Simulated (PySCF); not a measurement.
Geometry:
```
atom   x (Å)   y (Å)   z (Å)
  O1   1.668  -1.906   1.109
 Si2   0.928  -0.590   0.548
  C3   2.271   0.770   0.673
  F4   1.782   1.985   0.217
  O5  -0.388  -0.220   1.440
  C6  -1.460   0.486   0.854
  C7  -1.853  -0.105  -0.497
  C8  -0.682  -0.069  -1.475
  O9   0.424  -0.799  -0.990
 H10   1.207  -2.742   1.154
 H11   2.599   0.939   1.699
 H12   3.147   0.546   0.062
 H13  -2.295   0.424   1.557
 H14  -1.175   1.537   0.731
 H15  -2.152  -1.144  -0.349
 H16  -2.691   0.454  -0.911
 H17  -0.377   0.967  -1.654
 H18  -0.963  -0.527  -2.428
```

Level of theory: GFN2-xTB geometry, GIAO PBE0/pcSseg-1 shieldings, in PySCF (single conformer, no relativistic terms, isolated molecule, rapidly exchanging positions averaged).

**Question.** Predict the 2D correlation tables (HSQC, COSY, HMBC).

**Answer.** 

HSQC (one-bond C–H):
```csv
δH,δC
4.75 (H11/H12),80.9 (C3)
4.52 (H14/H17),68.9 (C6/C8)
4.39 (H13/H18),68.9 (C6/C8)
2.16 (H15),35.9 (C7)
1.27 (H16),35.9 (C7)
```

COSY cross peaks (H two or three bonds apart, from the bond graph; peaks can be absent where the dihedral angle is near 90°):
```csv
δH,δH
4.52 (H14/H17),4.39 (H13/H18)
4.52 (H14/H17),2.16 (H15)
4.52 (H14/H17),1.27 (H16)
4.39 (H13/H18),2.16 (H15)
4.39 (H13/H18),1.27 (H16)
2.16 (H15),1.27 (H16)
```

HMBC (two and three bonds, from the bond graph):
```csv
δH,δC
4.52 (H14/H17),"68.9 (C6/C8), 35.9 (C7)"
4.39 (H13/H18),"68.9 (C6/C8), 35.9 (C7)"
2.16 (H15),68.9 (C6/C8)
1.27 (H16),68.9 (C6/C8)
```

Referencing at the same level of theory: TMS for 1H (σref 31.72) and 13C (σref 186.93).

Exchangeable OH/NH protons stand at their gas-phase positions; hydrogen bonding in a real sample shifts them, mostly to higher δ. Shifts are as computed. Against solution values, carbons near 30 ppm lie about +3 ppm off and those near 130 ppm about +5 ppm. Of 1309 compounds with measured shifts, 239 miss one by over three times the rms of a fit or turn the order of signals round; such compounds aren't used in these exercises.
